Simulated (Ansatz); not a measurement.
## A barrier at the coupled-cluster level

Start structure (BNH$_{7}$ClO, closed shell), relaxed at PBE0-D4/def2-TZVP:

B1  (-0.968, -0.716, -0.502)
Cl2  (-1.648, 1.038, -0.480)
H3  (-0.334, -0.910, -1.507)
H4  (-1.850, -1.505, -0.288)
H5  (0.789, -0.046, 0.594)
N6  (0.065, -0.770, 0.726)
H7  (0.490, 1.812, -0.266)
O8  (1.391, 1.617, 0.047)
H9  (0.506, -1.683, 0.781)
H10  (-0.405, -0.589, 1.608)
H11  (1.963, 1.751, -0.712)
(Å)

The step: BH₂Cl ([BH2][Cl]) + H₂O + NH₃ → BNH₄ ([BH2][NH2]) + HCl + H₂O; bonds formed: Cl2–H7, H5–O8; dative contacts that become bonds: B1–N6; bonds broken: B1–Cl2, H5–N6, H7–O8. Computed with Ansatz 0.2.0 (basis: def2-TZVPP and def2-QZVPP); correlated methods freeze the cores. Extrapolation: Hartree–Fock as exp(−7.88 √X), correlation as X^−2.97. Energies below are by CCSD(T) at an estimated basis limit (MP2 extrapolated from triple and quadruple zeta, plus CCSD(T) − MP2 in triple zeta).

What are the electronic barrier and the energy of the step, from the start structure to the end structure? (An estimate is asked for; the value comes from the calculation.)

The calculation gives: Barrier 1.368 eV; step energy 0.816 eV (uphill); reverse barrier, their difference, 0.552 eV. Barrier and step energy count from the start structure, the reverse barrier from the end structure.

The saddle point: One imaginary mode of 430i cm⁻¹.
```tsv
pair	start (Å)	saddle (Å)	end (Å)
B1–N6	1.61	1.47	1.39
Cl2–H7	2.28	1.47	1.32
H5–O8	1.85	1.03	0.97
B1–Cl2	1.88	2.40	4.51
H5–N6	1.03	1.62	2.18
H7–O8	0.97	1.29	1.71
```

Zero-point energy (harmonic, PBE0-D4): ZPE is 2.421 eV at the start and 2.231 eV at the saddle, so the barrier goes from 1.368 to 1.177 eV.

First-order rate constant out of the start structure at 298 K by transition-state theory, with harmonic vibrational free energies alone and no tunnelling: ΔA‡ = 1.196 eV, so k = (kB T/h) exp(−ΔA‡/kB T) ≈ 10^-7 s⁻¹ (an order of magnitude at best: rotation, the number of equivalent paths and anharmonicity are left out).

The T1 diagnostic stays at or below 0.011.

The step is the kind of exchange with an N–H group that builds nitride films in atomic layer and chemical vapour deposition.

Labels in which every atom is bracketed show which atoms are joined, not bond orders.

For scale, one of the runs: CCSD(T)/def2-TZVPP, 233 basis functions (an equivalent command: `ansatz run in.yaml --threads 4`). Hardware: 4 CPU threads, shared host. Wall time 88 s; peak host memory 4.2 GiB.
